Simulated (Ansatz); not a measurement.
Start from `C[O][Nb](=[O])([OH])[OH]` and change one atom or group to get `[O]=[Nb]([OH])([OH])[F]`.

Ansatz, PBE0-D4/def2-TZVP geometries, multiplicity 1. Each molecule was computed in one conformer, which needn't be the lowest.

Elements past krypton have def2 core potentials.

```
                                                                                  property  `C[O][Nb](=[O])([OH])[OH]`
                                                     HOMO energy (ωB97M-V/def2-TZVPP) / eV                      -11.02
                                                      HOMO–LUMO gap (PBE0/def2-TZVPP) / eV                        7.91
                                          size of the dipole moment (B3LYP/def2-TZVPP) / D                        2.49
                                        size of the dipole moment (ωB97M-V/def2-TZVPP) / D                        2.47
                                                         HOMO energy (PBE/def2-TZVPP) / eV                       -7.07
ideal-gas entropy at 298 K and 1 bar (rigid rotor, harmonic PBE0-D4/def2-TZVP) / J/(mol·K)                         400
```

What does the change do to each property? (Estimate.)

The calculation gave: 
```csv
property,`[O]=[Nb]([OH])([OH])[F]`,shift
HOMO energy (ωB97M-V/def2-TZVPP) / eV,-12.21,-1.19
HOMO–LUMO gap (PBE0/def2-TZVPP) / eV,8.61,0.70
size of the dipole moment (B3LYP/def2-TZVPP) / D,2.20,-0.29
size of the dipole moment (ωB97M-V/def2-TZVPP) / D,2.16,-0.31
HOMO energy (PBE/def2-TZVPP) / eV,-8.07,-1.00
"ideal-gas entropy at 298 K and 1 bar (rigid rotor, harmonic PBE0-D4/def2-TZVP) / J/(mol·K)",344,-56
```

With PBE0 the HOMO falls by 1.15 eV and the LUMO falls by 0.46 eV, so the gap widens by about 0.69 eV. PBE moves the HOMO by -1.00 eV and ωB97M-V by -1.19 eV. The zero-point energy changes by -102.8 kJ/mol with -12 modes. Dipoles are sizes alone; their direction can turn.

Positive LUMOs are unbound, so they and the gaps depend on the basis.

B3LYP here is the variant with VWN-RPA as its local correlation; programs differ in this.
